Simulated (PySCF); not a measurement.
These are r2SCAN-D4/def2-TZVP (PySCF) values and carry that method's errors. Gas-phase values, no solvent. Excitations are Tamm–Dancoff values on a coarser integration grid. The basis has no diffuse functions, so Rydberg states are missing or too high.

Reference species (SMILES): `[SiH3]B([SiH3])[SiH3]` (neutral, multiplicity 1).

```json
{
  "S1 oscillator strength": "0.001",
  "S1 excitation (TDA)": "3.41 eV",
  "T1 excitation (TDA)": "2.53 eV"
}
```

Changed species: `[SiH3]B(I)I` (2 of 3 SiH3 replaced by I; the reference has 0 of 3 SiH3 replaced by I).

Q: Give the shifts of the S1 oscillator strength, S1 excitation (TDA) and T1 excitation (TDA).

A: the S1 oscillator strength stays essentially unchanged; the S1 excitation (TDA) goes up by 0.05 eV, to 3.46 eV; the T1 excitation (TDA) rises by 0.44 eV, to 2.97 eV.
